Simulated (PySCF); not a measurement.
# ZnSe: energy against distance

Set-up: basis Zn cc-pVTZ-PP with ECP10, Se cc-pVTZ-PP with ECP10; scalar-relativistic core potentials; PySCF 2.14. Energies in eV from Zn + Se in their ground configurations at the same level. State: ¹Σ⁺ (singlet), closed shell.

All columns are PBE0. A positive dipole means Zn(−)Se(+).

| R (Å) | E (eV) | μ (D) | Mulliken charge on Zn (basis-dependent) | HOMO (eV) | LUMO (eV) | Mayer bond order | ⟨S²⟩ |
| --- | --- | --- | --- | --- | --- | --- | --- |
| 1.867 | -0.127 | -4.35 | 0.22 | -6.61 | -3.62 | 2.17 | 0.00 |
| 1.954 | -0.713 | -4.57 | 0.27 | -6.49 | -3.77 | 2.08 | 0.00 |
| 2.041 | -1.025 | -4.75 | 0.32 | -6.38 | -3.90 | 1.98 | 0.00 |
| 2.106 | -1.131 | -4.87 | 0.35 | -6.31 | -3.99 | 1.91 | 0.00 |
| 2.171 | -1.157 | -4.97 | 0.38 | -6.25 | -4.07 | 1.83 | 0.00 |
| 2.236 | -1.123 | -5.06 | 0.40 | -6.19 | -4.14 | 1.76 | 0.00 |
| 2.323 | -1.013 | -5.14 | 0.42 | -6.13 | -4.24 | 1.65 | 0.00 |
| 2.432 | -0.811 | -5.21 | 0.44 | -6.08 | -4.34 | 1.52 | 0.00 |
| 2.562 | -0.524 | -5.23 | 0.43 | -6.04 | -4.45 | 1.36 | 0.00 |
| 2.736 | -0.132 | -5.17 | 0.41 | -6.03 | -4.57 | 1.16 | 0.00 |

A fit through these points gives, at Re = 2.163 Å, μ = -4.96 D and dμ/dR = -1.46 D/Å; the reduced mass is 35.52 u.

**Question.** How strong is the fundamental in the double-harmonic approximation, I = 42.26·(dμ/dR)²/μred km/mol?

**Answer.** I = 42.26·(-1.46)²/35.52 = 2.54 km/mol at PBE0.
